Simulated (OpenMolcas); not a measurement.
**HfH2Cl2O2 (SMILES Cl[Hf](Cl)(O)O): the vertical ionisation energy from total energies**

HfH2Cl2O2 has 7 atoms, charge 0, and is taken as a singlet. As SMILES, `Cl[Hf](Cl)(O)O`. Geometry: relaxed at PBE0-D4/def2-TZVP. This is one conformer, not always the lowest.

```xyz
7

Cl   -1.4564   -2.1750    0.0028
Hf    0.0987   -0.4037   -0.0237
Cl    2.2927   -1.2469   -0.2012
O    -0.2572    0.7048   -1.5209
O    -0.0554    0.5741    1.5940
H    -0.4572    1.3690   -2.1724
H    -0.1652    1.1777    2.3215
```

Both states at this one shape; open shells run unrestricted unless said. 1 Eh = 27.2114 eV.

```tsv
level	program	singlet HfH2Cl2O2 (Eh)	doublet [HfH2Cl2O2]+ (Eh)	HOMO of the first (eV)
HF/def2-SVP (core potential)	OpenMolcas	-1117.271441	-1116.859263	-12.19
revPBE/def2-SVP (core potential)	OpenMolcas	-1119.793650	-1119.416984	-7.35
```

Work out the vertical ionisation energy at each level.


1. HF/def2-SVP (core potential): -1116.859263 − (-1117.271441) = 0.412178 Eh = 11.22 eV; −ε(HOMO) = 12.19 eV.
2. revPBE/def2-SVP (core potential): -1119.416984 − (-1119.793650) = 0.376666 Eh = 10.25 eV; −ε(HOMO) = 7.35 eV.

No measured value is set beside it here; the levels span 10.25 to 11.22 eV. In Hartree–Fock, −ε(HOMO) (Koopmans) exceeds the difference of totals by the orbital relaxation of the ion. In semi-local functionals −ε(HOMO) lies far under the ionisation energy, a result of self-interaction, while the difference of totals does much better. Spin-orbit coupling, which splits open shells on such heavy atoms by tenths of an eV, is left out.
